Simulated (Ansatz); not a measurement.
CH8InNSi2 can be A, `[CH2]1[SiH2][SiH2][NH][InH]1`, or B, `[InH2][CH2]N1[SiH2][SiH2]1`.

Calculated with Ansatz (gas phase, PBE0-D4/def2-TZVP geometries, no zero-point term in ΔE). CCSD(T)/CBS is the MP2 limit (def2-TZVPP, def2-QZVPP) plus CCSD(T) − MP2 in def2-TZVPP, frozen cores. DFT in def2-TZVPP. B3LYP here is the variant with VWN-RPA as its local correlation; programs differ in this. def2 core potentials past Kr. For In outer-core shells are correlated without core-valence functions, which leaves a few kJ/mol of doubt a bond. Each species was taken in one conformer, which may not be the lowest.

(1) Which isomer does CCSD(T)/CBS put lower? Give the gap. (An estimate is asked.)

(2) Give E(B) − E(A) in kcal/mol with PBE0-D4, MP2/def2-TZVPP, PBE-D4, CCSD(T)/def2-TZVPP, r2SCAN-D4, B3LYP-D4, B3LYP. (Best estimate.)

Largest T1 diagnostic: 0.015.

Results:

(1) The calculation gave: A, by 57.7 kcal/mol.

(2) Ansatz gave: PBE0-D4 53.7, MP2/def2-TZVPP 57.2, PBE-D4 51.3, CCSD(T)/def2-TZVPP 55.9, r2SCAN-D4 53.8, B3LYP-D4 52.1, B3LYP 51.6. None reverses the order clearly.

In def2-TZVPP, CCSD(T) changes the Hartree–Fock value by +1.0 kcal/mol (the triples alone add +0.0 kcal/mol) and MP2 by +2.3 kcal/mol. From PBE to PBE0 (25 % exact exchange), in def2-TZVPP and without D4, E(B) − E(A) moves by +2.4 kcal/mol.
